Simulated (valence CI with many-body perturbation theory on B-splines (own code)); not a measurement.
Values are calculated unless marked as measured or tabulated.
# A CI+MBPT run for Ag⁷⁺

Method: configuration interaction combined with many-body perturbation theory (CI+MBPT): four valence electrons over a frozen Dirac-Fock core [Kr], a basis of 9 s, 9 p, 10 d, 8 f, 5 g, 3 h, 1 i functions for each j, with the one-electron correlation potential Σ1 (screened to all orders), the two-electron term Σ2, the three-electron term Σ3, Breit, model QED; selected single and double excitations, second order for the rest, scaled by the run's own slope (own B-spline code, finite nucleus).

Command, and the settings that its task file holds:

```sh
python run_cv.py task.json out
```

```
atom Ag  Z=47  mass_number=107  rms_radius_fm=4.5454
core [Kr]
valence 4d4
avg = 1
basis = L
breit = 1
cap = 40000
capref = 1200
cscale = 1
de = 0.0
dress = 0
eps = 2e-08
extrap = 1
h = 0.27
hh = 1
l2 = 3
lcore = 6
maxit = 60
n2 = 5
natural = 1
nlev = 60
nno = [6, 6, 7, 6, 4, 3, 1]
nroot = 26
nsp = [3, 3, 3, 2, 1, 0, 0]
pt2 = 1
qed = 1
rpa = 1
s1 = 1
s2 = 1
s3 = 1
screen = 1
tol = 2e-05
whole = 1
```

Roughly how long does this run take on one core of Intel(R) Xeon(R) Processor @ 2.30GHz, and how much memory?

5.5 min on 1 thread of Intel(R) Xeon(R) Processor @ 2.30GHz, on a shared host, peak memory 1.4 GiB.

Log. The first blocks belong to the next ion, which gives the ionisation energy. Fields: 2J, parity (1 odd), roots, reference size, generating configurations, candidates as configurations/state functions, variational space P, stored matrix elements, Davidson steps; e2 is the range of second-order energies in hartree. The first line gives the box (bohr), its intervals, the orbitals and the steps of their self-consistent field. Window is the range of levels sought, series limit the energy at which the first omitted orbital would enter, core excitation an estimate of the first excitation out of the core, left out the lowest levels not solved, and shifts from estimates the range by which levels moved from their first estimate, all in cm⁻¹.

```
rmax 13.1 intervals 63 orbitals 81 references ['4d4', '4d3 5s', '4d3 5p'] scf 6 t 1.4
2J=3 par=0 roots 2 ref 28 generators 6 cand 1422/3973 P 1439/4001 nnz 4.3e+06 it 5
2J=3 par=0 roots 2 ref 28 generators 17 cand 1077/2817 P 2516/6818 nnz 9.5e+06 it 5
   second order: generators 38 cand 20708/50471 e2 -0.00004 -0.00002
2J=5 par=0 roots 2 ref 30 generators 6 cand 1116/3970 P 1132/4000 nnz 4.4e+06 it 7
2J=5 par=0 roots 2 ref 30 generators 17 cand 920/2975 P 2052/6975 nnz 1.1e+07 it 6
   second order: generators 39 cand 21643/63114 e2 -0.00004 -0.00003
2J=7 par=0 roots 2 ref 22 generators 4 cand 1196/3957 P 1208/3979 nnz 4.4e+06 it 5
2J=7 par=0 roots 2 ref 22 generators 12 cand 1445/4402 P 2653/8381 nnz 1.6e+07 it 5
   second order: generators 33 cand 20926/66943 e2 -0.00005 -0.00003
reference levels 713, estimated 209, window 319203 1/cm; series limit 791251, core excitation 423938
2J=0 par=0 roots 7 ref 21 generators 18 cand 2989/5484 P 4236/7998 nnz 8.4e+06 it 7
2J=0 par=0 roots 7 ref 21 generators 43 cand 5149/13179 P 9385/21177 nnz 2.8e+07 it 9
   second order: generators 137 cand 115075/287024 e2 -0.00030 -0.00003
2J=2 par=0 roots 11 ref 44 generators 23 cand 1103/5467 P 1681/7989 nnz 9.7e+06 it 8
2J=2 par=0 roots 11 ref 44 generators 59 cand 5079/24297 P 6760/32286 nnz 1.1e+08 it 8
   second order: generators 165 cand 124130/807084 e2 -0.00043 -0.00011
2J=4 par=0 roots 17 ref 64 generators 17 cand 750/5505 P 1164/7994 nnz 1.1e+07 it 10
2J=4 par=0 roots 17 ref 64 generators 55 cand 3433/22516 P 4597/30510 nnz 1.2e+08 it 10
   second order: generators 155 cand 122513/1149159 e2 -0.00109 -0.00029
2J=6 par=0 roots 14 ref 58 generators 13 cand 715/5452 P 1110/7987 nnz 1.1e+07 it 10
2J=6 par=0 roots 14 ref 58 generators 47 cand 2908/22291 P 4018/30278 nnz 1.3e+08 it 9
   second order: generators 140 cand 132531/1454931 e2 -0.00132 -0.00041
2J=8 par=0 roots 13 ref 50 generators 16 cand 721/5466 P 1129/7986 nnz 1.1e+07 it 8
2J=8 par=0 roots 13 ref 50 generators 52 cand 2847/21622 P 3976/29608 nnz 1.3e+08 it 10
   second order: generators 136 cand 125776/1466778 e2 -0.00124 -0.00039
2J=10 par=0 roots 6 ref 29 generators 9 cand 902/5463 P 1426/7962 nnz 1e+07 it 8
2J=10 par=0 roots 6 ref 29 generators 36 cand 3316/22873 P 4742/30835 nnz 1.3e+08 it 9
   second order: generators 95 cand 107690/1204736 e2 -0.00059 -0.00030
2J=12 par=0 roots 3 ref 15 generators 5 cand 1057/5465 P 1670/7942 nnz 1.1e+07 it 5
2J=12 par=0 roots 3 ref 15 generators 19 cand 3570/21625 P 5240/29567 nnz 1.2e+08 it 7
   second order: generators 68 cand 99564/1028537 e2 -0.00035 -0.00020
left out: unestimated 452060, estimated 357410, shifts from estimates -110 to 197
operators 4.0
```

The Davidson iterations converged.

Set against measurement, 28 paired levels are off by 389 cm⁻¹ on average, the worst by 1561. These come from a selection out of Atoms 5, 11 (2017), spectra Ag VII to Ag IX. Levels without a partner in it may be off by more, other configurations by 1,000 to 8,000 cm⁻¹. Among the levels kept, up to 270 cm⁻¹ of a level comes from second order outside the variational space, and about a tenth of that is noise between levels of different J, which matters for small intervals. Only levels of the ground parity were solved; by the run's estimate the other parity begins above the list, which can be wrong where configurations are misplaced.

```yaml
Valence_energy: -23.14061 hartree
Ionisation_energy: "125.58 eV (NIST: 125 ± 2.1 eV (theoretical))"
Reference_configurations_for_the_orbitals: 4d4, 4d3 5s, 4d3 5p
Radial_orbitals: 81
Box_radius: 13.13 bohr
Largest_variational_space: 32286
Lowest_levels: 4d4 5D_0 0.0, 4d4 5D_1 1313, 4d4 5D_2 3176, 4d4 5D_3 5246, 4d4 5D_4 7399, 4d4 3P_0 [a] 21706, 4d4 3H_4 22424, 4d4 3H_5 25224, 4d4 3G_3 26635, 4d4 3P_1 [a] 26802, 4d4 3H_6 27066, 4d4 3F_2 [a] 27911, 4d4 3F_4 [a] 29104, 4d4 3G_4 32325 cm⁻¹
```

Names give the largest LS component (configuration and term), which can be under half, so a name can repeat, a term be missing and a line seem to break the LS rules; names also repeat where a configuration has a term twice. Letters in brackets count levels of one name in rising energy.
